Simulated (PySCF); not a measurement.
# Bi⁺ (bismuth, charge +1) across methods

[Xe] 4f14 5d10 6s2 6p2, high-spin 3P determinant. Computed with PySCF 2.14 in def2-TZVPPD with the def2 core potential (60 electrons) (7s5p4d2f, 56 functions), with scalar relativity through the core potential.

```tsv
method	E (hartree)	mean ε 6s α (eV)	mean ε 6s β (eV)	mean ε 6p α (eV)	Σ⟨r²⟩ (bohr²)	⟨S²⟩
UHF	-213.29197	-27.943	-23.921	-15.663	53.76	2.008
PBE0	-214.3001	-24.122	-22.259	-13.080	53.20	2.002
B97-3	-214.3413	-24.050	-22.244	-12.946	53.14	2.002
LC-wPBE	-214.3315	-27.353	-24.905	-15.681	52.95	2.005
MN15	-213.8729	-25.409	-23.576	-13.687	53.12	2.002
r2SCAN	-214.3955	-23.059	-21.376	-12.361	53.04	2.004
HSE06	-214.2966	-23.657	-21.905	-12.653	53.29	2.002
PBE	-214.3222	-22.508	-21.300	-11.998	53.33	2.001
```

Question: Estimate the same row for LDA.

Answer: E (hartree) = -214.0024; mean ε 6s α (eV) = -22.797; mean ε 6s β (eV) = -21.774; mean ε 6p α (eV) = -12.104; Σ⟨r²⟩ (bohr²) = 53.30; ⟨S²⟩ = 2.001.

Energies and moments cover only the electrons outside the core potential. Spin-orbit coupling is strong in this species (close to jj coupling), so the high-spin LS determinant is a model state, not a physical level.
